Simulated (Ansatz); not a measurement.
(H3Sn)2Se (Sn₂H₆Se), 9 atoms. Hardware: 4 threads of Arm Neoverse V2 on a shared host.

In the def2 sets Sn takes a core potential; there is no spin–orbit coupling. Correlated methods freeze 17 core orbitals; core or outer-core shells of Sn, Se are correlated, in sets that lack core-valence functions.

Problem. How many basis functions does each of these Ansatz runs have, and roughly what does it cost? r2SCAN-D4/def2-TZVP, charge 0 triplet at the geometry of the charge 0 singlet, energy, from earlier orbitals; PBE-D4/def2-TZVPD, charge -1 doublet at the geometry of the charge 0 singlet, energy, from earlier orbitals; HSE06-D4/def2-TZVP, charge 0 singlet, energy, from earlier orbitals; PBE0-D4/def2-TZVPD, charge 0 singlet, energy, from earlier orbitals; PBE0-D4/def2-TZVP, charge 0 singlet, energy and forces, from earlier orbitals; PBE0-D4/def2-TZVPD, charge -1 doublet at the geometry of the charge 0 singlet, energy, from earlier orbitals; r2SCAN0-D4/def2-TZVP, charge 0 singlet, energy, from earlier orbitals; PBE-D4/def2-TZVP, charge 0 triplet at the geometry of the charge 0 singlet, energy, from earlier orbitals; r2SCAN-D4/def2-TZVPD, charge -1 doublet at the geometry of the charge 0 singlet, energy, from earlier orbitals; PBE-D4/def2-TZVP, charge 1 doublet at the geometry of the charge 0 singlet, energy, from earlier orbitals; RPA@PBE/def2-TZVP, charge 0 singlet, energy, from earlier orbitals; PBE-D4/def2-TZVPD, charge 0 singlet, energy, from earlier orbitals.

Solution. Other jobs shared the machine, so times can vary by a factor of up to 3. A dash marks memory too small to be measured apart from the calling script's.

| run | functions | fitting or Cholesky vectors | wall time | peak host memory (GiB) |
| --- | --- | --- | --- | --- |
| PBE-D4/def2-TZVPD, charge 0 singlet, energy, from earlier orbitals | 223 | 1537 | 2.8 s | – |
| HSE06-D4/def2-TZVP, charge 0 singlet, energy, from earlier orbitals | 184 | 1598 | 3.2 s | 0.61 |
| PBE-D4/def2-TZVP, charge 0 triplet at the geometry of the charge 0 singlet, energy, from earlier orbitals | 184 | 1427 | 3.6 s | – |
| PBE-D4/def2-TZVP, charge 1 doublet at the geometry of the charge 0 singlet, energy, from earlier orbitals | 184 | 1427 | 3.6 s | – |
| PBE0-D4/def2-TZVP, charge 0 singlet, energy and forces, from earlier orbitals | 184 | 1598 | 4.3 s | 0.59 |
| PBE0-D4/def2-TZVPD, charge 0 singlet, energy, from earlier orbitals | 223 | 1735 | 4.4 s | 0.81 |
| RPA@PBE/def2-TZVP, charge 0 singlet, energy, from earlier orbitals | 184 | 1582 | 4.8 s | – |
| r2SCAN0-D4/def2-TZVP, charge 0 singlet, energy, from earlier orbitals | 184 | 1598 | 5 s | 0.62 |
| PBE-D4/def2-TZVPD, charge -1 doublet at the geometry of the charge 0 singlet, energy, from earlier orbitals | 223 | 1537 | 7 s | – |
| r2SCAN-D4/def2-TZVP, charge 0 triplet at the geometry of the charge 0 singlet, energy, from earlier orbitals | 184 | 1427 | 9.5 s | – |
| PBE0-D4/def2-TZVPD, charge -1 doublet at the geometry of the charge 0 singlet, energy, from earlier orbitals | 223 | 1735 | 13 s | 1 |
| r2SCAN-D4/def2-TZVPD, charge -1 doublet at the geometry of the charge 0 singlet, energy, from earlier orbitals | 223 | 1537 | 16 s | – |
